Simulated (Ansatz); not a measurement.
Consider the ligand exchange at the Si–O bond: `[NH2][Cd][O][SiH3]` + `O[Si](Cl)(Cl)Cl` → `[SiH3]O[Si](Cl)(Cl)Cl` + `[NH2][Cd][OH]`.

Calculated with Ansatz (gas phase, PBE0-D4/def2-TZVP geometries, no zero-point term in ΔE). CCSD(T)/CBS adds triple-zeta CCSD(T) − MP2 to the extrapolated MP2 energy (def2 sets, frozen cores). Functionals use def2-TZVPP. B3LYP here is the variant with VWN-RPA as its local correlation; programs differ in this. def2 core potentials past Kr. For Cd outer-core shells are correlated without core-valence functions, which leaves a few kJ/mol of doubt a bond. Each species was taken in one conformer, which may not be the lowest.

```
             level  ΔE (kJ/mol)  difference from CCSD(T)/CBS
            PBE-D4          2.1                         -0.3
         r2SCAN-D4          5.0                          2.6
           PBE0-D4          4.8                          2.4
          B3LYP-D4          0.3                         -2.1
           ωB97X-V          5.9                          3.5
           ωB97M-V          6.3                          3.9
            B2PLYP          5.6                          3.2
               PBE          5.0                          2.6
            r2SCAN          6.1                          3.7
              PBE0          7.8                          5.4
             B3LYP          4.8                          2.4
     HF/def2-TZVPP         11.5                          9.1
    MP2/def2-TZVPP          6.3                          3.9
SCS-MP2/def2-TZVPP          6.8                          4.4
   CCSD/def2-TZVPP          7.5                          5.1
CCSD(T)/def2-TZVPP          7.3                          4.9
     HF/def2-QZVPP          9.5                          7.1
    MP2/def2-QZVPP          2.8                          0.4
SCS-MP2/def2-QZVPP          3.5                          1.1
      HF/CBS(def2)          9.2                          6.8
     MP2/CBS(def2)          1.4                         -1.0
    CCSD/CBS(def2)          2.7                          0.3
       CCSD(T)/CBS          2.4                            0
```

Largest T1 diagnostic among the species: 0.016.

The D4 term adds −4.5 kJ/mol with B3LYP and −2.9 kJ/mol with PBE0; it sums over pairs of atoms, weighted by their polarisabilities, and B3LYP, whose exchange is more repulsive, gets the larger term. In def2-TZVPP, CCSD(T) changes the Hartree–Fock value by −4.2 kJ/mol (the triples alone add −0.3 kJ/mol) and MP2 by −5.2 kJ/mol.
